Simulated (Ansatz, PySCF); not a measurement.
Gas-phase reaction in SMILES: [CH2]B(O)O -> [CH2-]B(O)O (an electron is taken up)
Structures are relaxed separately at B3LYP-D3(BJ)/def2-TZVP in Ansatz (a quantum-chemistry and plane-wave program), one conformer each, not searched for the lowest. Frequencies are from Ansatz or PySCF.

Property: adiabatic electron affinity (0 K, with B3LYP-D3(BJ) harmonic zero-point energies), positive where the reaction releases energy, in eV. Cores are frozen in the correlated levels unless marked. Open shells are spin-unrestricted. Spin-orbit coupling is left out. No relativistic terms. Anions need diffuse functions: aug- sets have them; def2-D sets add few; the other sets have none. CBS marks a two-point X^-3 extrapolation of the correlation energy; Hartree-Fock from the larger set.

CCSD(T)/CBS(aug-cc-pVTZ,aug-cc-pVQZ) (Ansatz) gives 1.18 eV.

Problem. Another calculation gave 1.40 eV. Which level was it?
A) BHLYP/def2-TZVPD (Ansatz)
B) r2SCAN/def2-TZVPD (Ansatz)
C) wB97X-V/def2-TZVPD (Ansatz)
D) SVWN5/def2-TZVPD (Ansatz)

Solution. D, SVWN5/def2-TZVPD (Ansatz). The others give 1.04 (wB97X-V), 0.91 (r2SCAN), 0.77 (BHLYP) eV.
